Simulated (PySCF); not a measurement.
Cl₃Sc, SMILES [Cl][Sc+]([Cl])[Cl] (connectivity only; charge and spin as stated), charge +1, multiplicity 2.

Geometry optimised at B3LYP-D3(BJ)/def2-SVP. The spin state was assumed, not searched.

Method: PBE/def2-TZVPD in PySCF.

Isolated molecule, no solvent.

Computed frontier levels, dipole moment and polarisability:
```yaml
"α spin, highest occupied and lowest empty level": -13.16 and -9.36 eV
"β spin, highest occupied and lowest empty level": -13.12 and -12.21 eV
dipole_moment_about_the_centre_of_nuclear_charge: 4.59 D
mean_static_polarisability: 76.5 bohr³ (11.34 Å³)
polarisability_principal_values: 49.3, 83.9, 96.4 bohr³
"⟨S²⟩": 0.754 (pure state 0.75)
```
